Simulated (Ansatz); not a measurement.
`O[SiH]1[NH][GeH2]1` and `S[SiH]1[NH][GeH2]1` differ in one atom or group.

Ansatz, PBE0-D4/def2-TZVP geometries, multiplicity 1. Each molecule was computed in one conformer, which needn't be the lowest.

Scalar relativity is left out up to krypton.

```tsv
property	`O[SiH]1[NH][GeH2]1`
size of the dipole moment (PBE/def2-TZVPP) / D	1.25
HOMO–LUMO gap (PBE0/def2-TZVPP) / eV	6.51
LUMO energy (ωB97M-V/def2-TZVPP) / eV	1.45
HOMO–LUMO gap (B3LYP/def2-TZVPP) / eV	6.08
HOMO energy (ωB97M-V/def2-TZVPP) / eV	-8.86
HOMO energy (B3LYP/def2-TZVPP) / eV	-6.66
```

**Question.** What does the change do to each property? (Estimate.)

**Answer.** Computed: 
```
                                      property  `S[SiH]1[NH][GeH2]1`  shift
size of the dipole moment (PBE/def2-TZVPP) / D                  0.82  -0.43
          HOMO–LUMO gap (PBE0/def2-TZVPP) / eV                  6.14  -0.37
         LUMO energy (ωB97M-V/def2-TZVPP) / eV                  1.10  -0.35
         HOMO–LUMO gap (B3LYP/def2-TZVPP) / eV                  5.72  -0.36
         HOMO energy (ωB97M-V/def2-TZVPP) / eV                 -8.81   0.05
           HOMO energy (B3LYP/def2-TZVPP) / eV                 -6.63   0.03
```

Dipoles are sizes alone; their direction can turn.

B3LYP here is the variant with VWN-RPA as its local correlation; programs differ in this.
